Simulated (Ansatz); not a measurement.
Input for Ansatz (a first-principles code): R-PBE/def2-TZVPPD on N2 (SMILES N#N). The basis file is the Basis Set Exchange's JSON of that set.

Ansatz 0.2 input:
```yaml
crystal:
  periodic: [false, false, false]
  atoms:
    - {symbol: N, position_ang: [-0.00000000, 0.00000000, 0.54545186]}
    - {symbol: N, position_ang: [0.00000000, -0.00000000, -0.54545186]}
basis:
  gaussian:
    orbitals: def2-TZVPPD.json
hamiltonian:
  xc: {name: PBE}
scf: {lower_state_search: off}
```

It printed:

```
WARN ansatz: RAYON_NUM_THREADS=4 ignored (pool sized by the plan → 4); use --threads N
Functional definition: PBE
these checks for a lower state are left out or cut short: stability, starts, cluster_reference, orbital_swaps, neighbouring_geometries, increment
integrals: 0.01 GiB planned
358 factors; their error is unknown
mean field: 0.13 GiB planned
mean field evaluation 1: about -2976.4847 eV, gradient 3.1e1 eV
mean field evaluation 2: about -2976.6361 eV, gradient 2.9e1 eV
mean field evaluation 4: about -2978.3534 eV, gradient 6.1e-2 eV
mean field evaluation 8: about -2978.3494 eV, gradient 8.8e-4 eV
mean field -2978.34942441 eV, -109.4523225492 hartree, gradient 8.7e-7 eV, S^2 0.000000; 0 other end points of the search recorded, 0 dependent functions left out
reference -2978.34944658 eV, -109.4523233642 hartree; 7, 7 occupied and 67, 67 virtual orbitals, 358 factors
Total energy: -2978.34944658 eV, -109.4523233642 hartree
Checks for a lower state left out: stability, starts, cluster_reference, orbital_swaps, neighbouring_geometries, increment
```

The run converged.

Cost: around 0.26 core-seconds (rough).
